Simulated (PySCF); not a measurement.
## Ruthenium: a sound run and one with changed settings

Sound run: Ru [Kr] 4d7 5s1, Ru⁺ [Kr] 4d7. All numbers are calculated (PySCF 2.14, scalar relativity by spin-free X2C-1e, in x2c-SVPall (6s5p5d1f, 53 functions)). In the sound run the correlated levels freeze [Kr]. The sound run starts from symmetry-adapted Hartree-Fock orbitals and uses a fine grid where one is needed.

Changed run: all electrons correlated in a basis built for the valence shell.

| species | method | sound run (hartree) | changed run (hartree) | converged |
| --- | --- | --- | --- | --- |
| Ru | MP2 | -4527.70765 | -4527.94883 | yes |
| Ru⁺ | MP2 | -4527.45615 | -4527.68986 | yes |

Ionisation energy of Ru:

```json
{"method": "UHF", "sound run (eV)": "6.303", "changed run (eV)": "6.303"}
{"method": "MP2", "sound run (eV)": "6.844", "changed run (eV)": "7.047"}
{"method": "SCS-MP2", "sound run (eV)": "6.680", "changed run (eV)": "6.870"}
```

A valence basis has no tight correlating functions, so it recovers only part of the core correlation, and not evenly between atom and ion.

For comparison, NIST gives 7.361 eV between the lowest levels.
